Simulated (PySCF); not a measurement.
# How methods differ on the fine-structure interval of Se²¹⁺

Se²¹⁺ [Ne] 3s2 3p1 [3p1/2^1, M_J = 1/2] → Se²¹⁺ [Ne] 3s2 3p1 [3p3/2^1, M_J = 3/2], as a difference of total energies. Calculation: PySCF 2.14, in an uncontracted even-tempered set (19 s from 2.5 bohr⁻², ratio 2.4; 13 p from 3.2 bohr⁻², ratio 2.4; 5 d from 12 bohr⁻², ratio 2.6; 4 f from 18 bohr⁻², ratio 2.6); the two-component X2C-1e Hamiltonian. Correlated levels: 1s2 frozen; the 50 highest virtual spinors dropped. "Screened" scales the spin-orbit matrix elements by Boettger's factors to mimic the two-electron term; Breit and QED terms are absent.

```csv
method,fine-structure interval (cm⁻¹)
GHF (screened spin-orbit),77947
GMP2 (screened spin-orbit),76516
GHF (bare spin-orbit),82840
```
